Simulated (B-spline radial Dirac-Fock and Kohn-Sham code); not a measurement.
**X-ray emission lines of Tl²⁸⁺**

System: the Tl²⁸⁺ ion, configuration 1s2 2s2 2p6 3s2 3p6 3d10 4s2 4p6 4d10 4f7.

The computed values come from a B-spline atomic structure program: Dirac-Fock (average of configuration) total-energy differences with a finite nucleus, the Breit interaction including its frequency dependence, and self-energy and vacuum-polarisation corrections. A line energy is the difference of two single-hole energies; the list is a selection of electric-dipole transitions between resolved j subshells. No correlation.

```
 line  energy (keV)  wavelength (Å)
 K-N3        85.003         0.14586
 K-N2        84.879         0.14607
 K-M3        82.578         0.15014
 K-M2        82.117         0.15099
 K-L3        72.871         0.17014
 K-L2        70.829         0.17505
L1-N3        14.828         0.83617
L1-N2        14.704         0.84321
L2-N4        14.383         0.86203
L2-N1        13.922         0.89055
L1-M3        12.403         0.99963
L3-N5        12.365          1.0027
L3-N4        12.341          1.0047
L2-M4        12.221          1.0145
L1-M2        11.941          1.0383
L3-N1        11.880          1.0436
L2-M1        10.996          1.1275
L3-M5        10.276          1.2065
L3-M4        10.179          1.2180
L3-M1        8.9543          1.3846
```
